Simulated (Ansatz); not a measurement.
H$_{2}$O$_{2}$, charge +1, doublet, geometry from GFN2-xTB (a state made from the parent by changing its charge; the spin is typed, not shown lowest); PBE-D3BJATM/6-311G** (Ansatz, an electronic-structure program).

The Ansatz input:
Ansatz 0.2 input:
```yaml
crystal:
  periodic: [false, false, false]
  atoms:
    - {symbol: O, position_ang: [-0.59065691, -0.01900468, 0.25930853]}
    - {symbol: O, position_ang: [0.59065691, 0.01900468, -0.25930853]}
    - {symbol: H, position_ang: [-1.28947104, -0.03417302, -0.46351846]}
    - {symbol: H, position_ang: [1.28947104, 0.03417302, 0.46351846]}
basis:
  gaussian:
    orbitals: 6-311G__.json
hamiltonian:
  xc: pbe
  dispersion: d3bjatm
total_charge: 1
magnetization: {spin_polarized: true, initial_magnetization: 1}
```
The basis file holds 6-311G** in the JSON format of the Basis Set Exchange.

The log (banner, timings and long lists left out):

```
Functional definition: PBE
410 factors; their error is unknown
mean field evaluation 1: about -4103.4754 eV, gradient 4.8e1 eV
mean field evaluation 2: about -4097.9713 eV, gradient 6.2e1 eV
mean field evaluation 4: about -4110.6815 eV, gradient 7.2e-1 eV
mean field evaluation 8: about -4110.6513 eV, gradient 3.2e-3 eV
mean field -4110.65128867 eV, -151.0636485592 hartree, gradient 4.7e-6 eV, S^2 0.751653; 0 other end points of the search recorded, 0 dependent functions left out
reference -4110.65130276 eV, -151.0636490768 hartree; 9, 8 occupied and 39, 40 virtual orbitals, 410 factors
Total energy: -4110.67342166 eV, -151.0644619314 hartree
```
